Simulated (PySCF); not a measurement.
## Field gradients at the hydrogen positions

Species: C7H12FP.
Z-matrix (Å and degrees, PBE0-D3(BJ)/def2-SVP geometry), rows numbered from 1:
```
C 
C   1  1.3347
C   2  1.4951  1  125.03
P   3  1.8780  2  111.58  1   109.47
C   4  1.6883  3   99.90  2   -83.55
F   5  1.3406  4  122.33  3    -1.43
C   5  1.4966  4  126.60  3   179.92
C   7  1.5209  5  113.28  4    -6.96
C   7  1.5317  5  110.12  4   119.35
H   1  1.0929  2  121.18  3  -178.98
H   1  1.0941  2  121.44  3     0.57
H   2  1.0974  1  118.92  3   178.44
H   3  1.0998  2  111.20  1   -13.09
H   3  1.1024  2  110.54  1  -133.20
H   7  1.1080  5  104.90  4  -125.30
H   8  1.1001  7  110.03  5  -177.28
H   8  1.0999  7  111.71  5   -56.99
H   8  1.1015  7  111.04  5    63.41
H   9  1.0988  7  111.25  5    52.83
H   9  1.1003  7  110.42  5   173.03
H   9  1.1014  7  110.29  5   -67.33
```

Level: PBE0/pcSseg-1 (PySCF, non-relativistic); Q(2H) = 0.00286 b; rigid geometry, the same for H and D, with no vibrational averaging.

**Question.** Rank these positions by the coupling χzz of a deuteron there, largest first.
A. H10 (vinylic hydrogen)
B. H15 (methine hydrogen)
C. H19 (methyl hydrogen)

**Answer.** A (207 kHz), C (196 kHz), B (183 kHz).

**Question.** Tabulate Vzz, the asymmetry η and χzz = 234.96 MHz × Q × Vzz for every hydrogen position.

**Answer.** 
```csv
atom,bonded to,bond length (Å),Vzz (au),η,χzz (kHz)
H10,C1,1.093,0.3085,0.06,207
H11,C1,1.094,0.3051,0.06,205
H12,C2,1.097,0.2967,0.07,199
H13,C3,1.100,0.2905,0.03,195
H14,C3,1.102,0.2876,0.02,193
H15,C7,1.108,0.2727,0.02,183
H16,C8,1.100,0.2931,0.03,197
H17,C8,1.100,0.2909,0.03,195
H18,C8,1.101,0.2877,0.03,193
H19,C9,1.099,0.2920,0.03,196
H20,C9,1.100,0.2927,0.03,197
H21,C9,1.101,0.2889,0.03,194
```

**Question.** How does χzz go with the bond length over the 12 C–H bonds?

**Answer.** A straight-line fit has a slope of -15.4 kHz for each 0.01 Å, with a correlation coefficient of -0.99, over lengths from 1.093 to 1.108 Å. The longer bonds have the smaller couplings here.

Isolated species at its PBE0-D3(BJ)/def2-SVP geometry (one conformer only). With so small a basis the couplings can be 20 % off.

These values come from a run that also computed NMR shieldings. Time: 59 s (with the writing of density and orbital grids); peak memory 0.96 GiB. Hardware: an Arm Neoverse V2 with one thread, no GPU, shared host with 96 logical CPUs at a one-minute load of 79.
